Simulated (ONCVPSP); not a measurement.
## Before and after: ONCV potential for Ti

```
Element                 : titanium (Ti)
Generator               : ONCVPSP 4.0.1
Type                    : optimised norm-conserving Vanderbilt (ONCV)
Functional              : PBEsol
Relativity              : scalar-relativistic
Frozen core             : [Ne]
Valence charge          : 12
Reference configuration : 3s2 3p6 3d2 4s2
Partial waves           : 3s+4s: rc 2.00 bohr, ncon 4, nbas 8, qcut 6.3 1/bohr, 2 projectors; 3p: rc 1.35 bohr, ncon 4, nbas 9, qcut 8.3 1/bohr, 2 projectors, debl 1.9 Ha; 3d: rc 1.35 bohr, ncon 4, nbas 8, qcut 13.9 1/bohr, local
Local potential         : the d channel
Core correction         : polynomial model core, fcfact 0.55
```

Change: all radii but the core radius scaled by about 0.91 (s 1.82, p 1.24, d 1.24 bohr).

Cutoffs: the cutoffs (Ha) at which the residual kinetic energy of the hardest occupied pseudo-wave falls to 1 and 0.1 mHa per electron; they do not see the model core or the augmentation charge, which bear on the density cutoff. Errors are all-electron minus pseudo energies relative to the spin-unpolarised reference configuration.

Question: What does the change do?

Answer: The potential gets neither clearly harder nor softer (56 Ha and 67 Ha → 60 Ha and 71 Ha); of the 4 tests that both files solve, the error grows in 1 and shrinks in 2 by more than 15 % and 0.3 meV (median size 1.8 → 2.1 meV); neither file shows a bound ghost.

```tsv
quantity	base	changed
cutoff, loose	56 Ha	60 Ha
cutoff, tight	67 Ha	71 Ha
loose cutoff by channel	s 7.7 Ha, p 20 Ha, d 56 Ha	s 7.7 Ha, p 19 Ha, d 60 Ha
bound ghosts	none	none
GHOST(+) flags under 300 eV	s at 97.9 eV	s at 108.2 eV
error for 3s2 3p6 3d2 4s1, meV [ΔE 7.36 eV]	-0.6	-0.5
error for 3s2 3p6 3d2 4s0, meV [ΔE 20.83 eV]	-2.5	-2.1
error for 3s2 3p6 3d1 4s0, meV [ΔE 47.73 eV]	-1.1	-2.2
error for 3s1 3p6 3d2 4s2, meV [ΔE 69.47 eV]	-310	-247
rms error of d²Exc/dni dnj with the model core, mHa	1.24	1.21
```
